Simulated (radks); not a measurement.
Results of a calculation; reference values are marked as such.
Spin polarisation of the 5p2 shell in Te2+. Start: [Kr] 4d10 5s2 5p(up 1, down 1); electrons of 5p are moved from spin down to spin up, other shells keep equal spins. Level of theory: non-relativistic Kohn-Sham, PBE, spin-polarised, spherical densities, point nucleus (a radial shooting solver on a logarithmic mesh with Libxc functionals).

| moment (Bohr magnetons) | E - E(0) (eV) | e(5p up) (eV) | e(5p down) (eV) | 5s down minus up (eV) | 4d down minus up (eV) |
|---|---|---|---|---|---|
| 0 | 0.000 | -22.244 | -22.244 | 0.000 | 0.000 |
| 0.5 | -0.056 | -22.456 | -22.011 | 0.430 | 0.065 |
| 1 | -0.223 | -22.651 | -21.759 | 0.862 | 0.130 |
| 1.5 | -0.502 | -22.828 | -21.487 | 1.296 | 0.196 |
| 2 | -0.893 | -22.987 | -21.198 | 1.730 | 0.264 |

At moment 2 the spin-polarisation energy is -0.893 eV and the 5p exchange splitting 1.789 eV, that is 0.895 eV per Bohr magneton; E = -I m^2/4 would give I = 0.893 eV.
